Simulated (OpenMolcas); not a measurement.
## V+: thermal populations, the spin-orbit constant, Racah parameters, worked from levels

- Program: OpenMolcas 26.06
- Basis: ANO-R1 [5s3p3d1f]
- Scalar Hamiltonian: X2C, finite nucleus
- Active space: 4 electrons in 5 orbitals (3d)
- State averaging: 2S+1 = 5 even, 5 roots; 2S+1 = 3 even, 45 roots; 2S+1 = 1 even, 50 roots (44 in the spin-orbit step)
- Spin-orbit coupling: state interaction with AMFI integrals over the reference wave functions, term energies averaged over their components

Methods: CASSCF; MS-CASPT2, IPEA 0.25 Eh, imaginary shift 0.1 Eh (closed shells correlated: 3s 3p). Measured levels: NIST Handbook of Basic Atomic Spectroscopic Data.

**Thermal populations.** Z = Σ (2J + 1) exp(-E/kT) with k = 0.695035 cm-1/K, over the levels below. No other level of either list lies under 2550 cm-1, which is above 7 kT at each temperature.

| Level | 2J + 1 | MS-CASPT2 | measured |
| --- | --- | --- | --- |
| 3d4 5D0 | 1 | 0.0 | 0.0 |
| 3d4 5D1 | 3 | 39.2 | 36.0 |
| 3d4 5D2 | 5 | 116 | 107 |
| 3d4 5D3 | 7 | 229 | 209 |
| 3d4 5D4 | 9 | 374 | 339 |

| T (K) | Z, MS-CASPT2 | Z, measured levels | Ground level (%), MS-CASPT2 | Ground level (%), measured levels |
| --- | --- | --- | --- | --- |
| 300 | 10.184 | 10.857 | 9.8 | 9.2 |

At 300 K, kT = 209 cm-1, and the computed levels give Z = 1.000 + 2.486 + 2.867 + 2.334 + 1.497 = 10.184.

**The spin-orbit constant.** For the Hund term 5D of d4, E(J) = (A/2) J(J+1) + constant and ζ = 2S·A = 4A. From J = 0 to J = 4 the energy changes by 10 A.

| Source | E(4) - E(0) | A | ζ |
| --- | --- | --- | --- |
| CASSCF | 371.8 | 37.2 | 149 |
| MS-CASPT2 | 373.7 | 37.4 | 149 |
| measured | 339.2 | 33.9 | 136 |

All in cm-1. MS-CASPT2 is off by +10.2 % and CASSCF by +9.6 %. Both methods take the spin-orbit matrix elements from the reference wave functions, so the second can move ζ only through the term energies and any multistate remixing. Second-order mixing with other terms is absorbed into this ζ.

**Racah parameters.** Above 5D, d4 has 3G at 9B + 4C, 3H at 4B + 4C and 3D at 16B + 4C. The first two fix B and C, and the third tests them; where it misses by thousands of cm-1, two parameters do not describe the configuration (Trees and configuration-interaction terms are left out) and B and C hang on the terms chosen. Term energies are centres of gravity, weighted by 2J + 1.

```tsv
Source	3G	3H	B	C	C/B	3D from B, C	3D found
CASSCF	19733	15597	827	3072	3.71	25520	25479
MS-CASPT2	16115	13249	573	2739	4.78	20124	20225
```

Energies in cm-1. From CASSCF to MS-CASPT2, B changes by -30.7 % and C by -10.8 %.

CASPT2 does not keep the components of a term degenerate, so their means are used; among the terms shown or strongly mixed into the levels shown the widest spread is 450 cm-1 (3d4 3H, MS-CASPT2). Some high roots are left out of the spin-orbit mixing, which shifts the levels that they would mix with. Without dynamic correlation excited terms often stand tens of per cent too high (terms of higher spin than the ground term too low), and those without a measured partner can miss by more than the paired ones (holds for CASSCF). Measured partners are found by configuration, term and J. A level has none where our copy of the source lacks it or the pairing is in doubt (some pairs that miss far off the trend of their configuration count as doubtful), and it then counts in no deviation. Only configurations of the active space appear.
